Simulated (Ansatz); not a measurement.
Consider the ligand exchange at the Si–C bond: `C=C(C)[SiH3]` + `N[SiH2]S` → `[SiH3]N[SiH2]S` + propene.

Program: Ansatz. Geometries: PBE0-D4/def2-TZVP. ΔE: electronic, gas phase. CBS: MP2 limit from def2 TZ/QZ plus the TZ coupled-cluster correction, frozen cores. Functionals use def2-TZVPP. One conformer a species, not always the lowest.

`C=C(C)[SiH3]`:

Z-matrix (Å, degrees):
```
C
C 1 1.499
H 1 1.095 2 111.1
H 1 1.093 2 111.6 3 -120.8
H 1 1.095 2 111.1 3 118.3
Si 2 1.869 1 118.5 3 -58.7
C 2 1.332 1 122.0 3 121.3
H 6 1.490 2 110.4 1 -58.6
H 6 1.490 2 110.5 1 59.9
H 6 1.486 2 109.9 1 -179.4
H 7 1.085 2 122.1 1 180.0
H 7 1.089 2 121.5 1 -0.0
```

`N[SiH2]S`:

Z-matrix (Å, degrees):
```
Si
S 1 2.151
N 1 1.706 2 111.5
H 1 1.484 2 111.6 3 -117.8
H 1 1.485 2 105.8 3 122.4
H 2 1.343 1 94.3 3 -148.1
H 3 1.006 1 122.1 2 53.2
H 3 1.006 1 120.4 2 -98.6
```

`[SiH3]N[SiH2]S`:

Cartesian coordinates in Å:
```
Si -1.694 -0.446 -0.388
N 0.002 -0.263 -0.670
Si 1.282 -0.176 0.472
S 2.382 1.655 0.388
H -1.900 -0.437 1.081
H -2.463 0.666 -1.009
H -2.219 -1.719 -0.951
H 0.278 -0.149 -1.636
H 2.343 -1.184 0.221
H 0.659 -0.379 1.801
H 1.329 2.432 0.692
```

`C=CC`:

Z-matrix (Å, degrees):
```
C
C 1 1.490
H 1 1.095 2 111.0
H 1 1.095 2 111.0 3 118.3
H 1 1.092 2 111.5 3 -120.8
C 2 1.325 1 125.1 3 120.8
H 2 1.088 1 116.2 3 -59.2
H 6 1.084 2 121.6 1 -180.0
H 6 1.086 2 121.4 1 0.0
```

| level | ΔE (kcal/mol) |
| --- | --- |
| PBE-D4 | -12.6 |
| CCSD(T)/def2-TZVPP | -14.8 |

(1) What does CCSD(T)/CBS give? (An estimate is asked.)

Largest T1 diagnostic among the species: 0.011.

Answers

(1) The calculation gave: -14.7 kcal/mol. The listed levels differ from it by 2.1, -0.1 kcal/mol.

In def2-TZVPP, CCSD(T) changes the Hartree–Fock value by +2.3 kcal/mol (the triples alone add +0.4 kcal/mol) and MP2 by +2.3 kcal/mol. From PBE to PBE0 (25 % exact exchange), in def2-TZVPP and without D4, ΔE moves by −0.9 kcal/mol.
